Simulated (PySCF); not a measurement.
A GIAO shielding run with PySCF 2.14 (density fitting, non-relativistic, gas phase) on SMILES [SiH3]CO[Si@H]1C[SiH2][SiH2][SiH2]1, C₂H₁₄OSi₅:

```
$ OMP_NUM_THREADS=1 python probes_run.py task.json out

{"job": {"kind": "nmr", "xc": "PBE0", "basis": "pcSseg-1"}, "charge": 0, "multiplicity": 1}
Si    -3.879092    -0.148802    -0.108005
C     -2.322149    -1.230412    -0.334101
O     -1.271677    -0.839285     0.512315
Si    -0.180022     0.333963     0.251320
C      1.048634     0.095321     1.686603
Si     2.802207     0.756974     1.328878
Si     3.196356     0.274515    -0.910932
Si     1.015570     0.069983    -1.717585
H     -4.286893    -0.184593     1.294485
H     -3.573656     1.220571    -0.522434
H     -4.914557    -0.719683    -0.971163
H     -1.979668    -1.203175    -1.376137
H     -2.544626    -2.275578    -0.094884
H     -0.831276     1.653160     0.384724
H      1.120127    -0.969008     1.913525
H      0.659121     0.563620     2.588257
H      2.793106     2.203296     1.599831
H      3.716602     0.178217     2.324440
H      4.017536    -0.932715    -1.092849
H      3.992132     1.309940    -1.586281
H      0.663022     1.060908    -2.748686
H      0.748792    -1.197831    -2.422172
```

Hardware: 1 thread of an Intel Xeon, shared host. The job also computes population analyses, field gradients, ring-centre shieldings.

Q: How large is the calculation?

A: 104 electrons, 241 basis functions and 1372 auxiliary functions.

Q: How long does it take, and how much memory does it need?

A: 110 s of wall time, with 13 SCF cycles and 4 response iterations; peak memory 1.1 GiB. Times on a shared host scatter by some tens of per cent.
